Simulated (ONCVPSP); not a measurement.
## An all-electron radial function and its pseudo partner (neon (Ne))

Columns: radius, all-electron u(r) and pseudo u(r) of the 2p shell (level -43.13 eV) of neon in the configuration [He] 2s2 2p4.5; PBE, scalar-relativistic, ONCV scheme, ONCVPSP 4.0.1.

```tsv
r (bohr)	all-electron	pseudo
0.040	0.0423	0.0229
0.080	0.1395	0.0889
0.120	0.2611	0.1900
0.160	0.3889	0.3148
0.200	0.5121	0.4505
0.240	0.6247	0.5849
0.280	0.7234	0.7076
0.320	0.8076	0.8120
0.360	0.8775	0.8952
0.400	0.9331	0.9566
0.440	0.9759	0.9992
0.480	1.0065	1.0258
0.520	1.0265	1.0403
0.560	1.0370	1.0456
0.600	1.0394	1.0439
0.640	1.0349	1.0368
0.680	1.0246	1.0252
0.720	1.0094	1.0094
0.760	0.9902	0.9902
0.800	0.9679	0.9678
0.840	0.9430	0.9429
0.880	0.9162	0.9161
0.920	0.8879	0.8878
0.960	0.8586	0.8585
1.000	0.8285	0.8285
1.040	0.7981	0.7981
```

Question: How many radial nodes do the two functions have?

Answer: The all-electron 2p function has n − l − 1 = 0; the pseudo-wave has 0.

Question: At about which radius was the pseudo-wave matched?

Answer: 0.80 bohr. The columns agree to 0.0005 from 0.72 bohr on; several derivatives are matched, so the curves merge somewhat inside the radius.

Question: Is the pseudo-wave norm-conserving?

Answer: Yes: the ONCV scheme keeps the norm inside the radius equal to the all-electron one, which fixes the energy derivative of the logarithmic derivative at the level.
